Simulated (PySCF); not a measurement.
An unknown shows these calculated signals:

$^{1}$H NMR (400 MHz, computed): δ 7.78 (m, 2H), 7.14 (m, 2H), 1.13 (m, 6H).

$^{13}$C{$^{1}$H} NMR (computed): δ 171.6 (C), 141.6 (C), 141.1 (CH), 120.5 (CH), 18.5 (CH3).

In vacuum, single conformer, non-relativistic, averaged over atoms made equivalent by symmetry, fast rotation or ring inversion. Shieldings: GIAO PBE0/pcSseg-1; geometry from PBE0-D3(BJ)/def2-SVP; PySCF 2.14.

Chemical shifts δ = σref − σ; $^{1}$H (σref 31.27) and $^{13}$C (σref 184.41) vs TMS, all at this level.

Q: Which of these does the molecule contain: an ester, a benzene ring, an NH or NH2 group, an N-methyl group?

A: 
- An ester: no.
- A benzene ring: yes.
- An NH or NH2 group: no.
- An N-methyl group: no.

The data belong to SMILES CP(C)c1ccc(F)cc1, C8H10FP; they needn't prove each group on their own.

Carbon signals by region: 1 in the far downfield region (above 160 ppm), 3 in the sp2 and nitrile region (100–160 ppm), 1 below 50 ppm. Above 160 ppm: 171.6, aromatic carbon bearing fluorine.

Splittings by $^{19}$F and $^{31}$P in the carbon and heteronuclear signals aren't shown, as no couplings were computed. Shifts are as computed. Against solution values, carbons near 30 ppm lie about +2 ppm off and those near 130 ppm about +5 ppm (rms about the fit 1.9 ppm; single classes can miss by 10 ppm). Of 1328 compounds with measured shifts, 309 miss one by over three times the rms of a fit or turn the order of signals round; such compounds aren't used in these exercises. Signals without a measured value on file couldn't be tested in this way; 1H shifts scatter by 0.2 ppm about their fit, and single ones miss by 0.5 ppm. Multiplicities follow the n + 1 count of equivalent neighbours, as no J values were calculated; m marks all less simple cases, F and P coupling included.
